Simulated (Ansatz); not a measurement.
```yaml
crystal:
  periodic: [false, false, false]
  atoms:
    - {symbol: Si, position_ang: [-0.412533, 0.415474, 2.227565]}
    - {symbol: C, position_ang: [0.216188, -0.040182, 0.651248]}
    - {symbol: C, position_ang: [0.862073, -0.672811, 0.242702]}
    - {symbol: C, position_ang: [1.257000, -1.144926, -1.328376]}
    - {symbol: C, position_ang: [0.310039, -0.723991, -2.265635]}
    - {symbol: C, position_ang: [-0.724059, 0.524495, -1.517559]}
    - {symbol: C, position_ang: [-0.721049, 0.797730, -0.292749]}
    - {symbol: H, position_ang: [-0.742448, 1.581234, 2.581281]}
    - {symbol: H, position_ang: [1.110687, 0.337292, 3.073615]}
    - {symbol: H, position_ang: [-1.271769, -0.533355, 3.105400]}
    - {symbol: H, position_ang: [1.266576, -1.409936, 1.118327]}
    - {symbol: H, position_ang: [1.768222, -1.493167, -1.801816]}
    - {symbol: H, position_ang: [0.119837, -0.788046, -3.237171]}
    - {symbol: H, position_ang: [-1.491054, 1.179594, -2.273959]}
    - {symbol: H, position_ang: [-1.225968, 1.754120, -0.358355]}
basis:
  gaussian: {orbitals: def2-TZVPD}
hamiltonian: {xc: {name: PBE0-DH}}
```

```sh
$ ansatz run in.yaml --threads 4 --pin off --events-out ev --progress --plain --max-ram 11315MiB
```

Shortened log:

```
Functional definition: PBE0-DH
2259 factors; integrals over basis functions are off by at most 1.1e-3 eV
mean field evaluation 1: about -14187.9684 eV, gradient 6.9e1 eV
mean field evaluation 2: about -14188.5675 eV, gradient 6.8e1 eV
mean field evaluation 4: about -14198.3514 eV, gradient 1.0e1 eV
mean field evaluation 8: about -14198.6525 eV, gradient 2.9e-1 eV
mean field evaluation 16: about -14198.6527 eV, gradient 4.4e-4 eV
mean field -14198.65268190 eV, -521.7908618673 hartree, gradient 6.9e-6 eV, S^2 0.000000; 0 other end points of the search recorded, 0 dependent functions left out
11 core orbitals not correlated: weight in the atoms' cores, before any rotation towards them, 1.000 or more for the frozen orbitals, at most 0.000 for the correlated occupied ones
reference -14198.65271143 eV, -521.7908629527 hartree; 18, 18 occupied and 308, 308 virtual orbitals, 2259 factors
second order -36.03926646 eV of doubles, -0.00000000 eV of singles
Total energy: -14203.15761974 eV, -521.9564152794 hartree
```

It took 24 s on 4 threads of an Arm Neoverse V2 on a shared host, with 1.4 GiB of host memory at the peak.
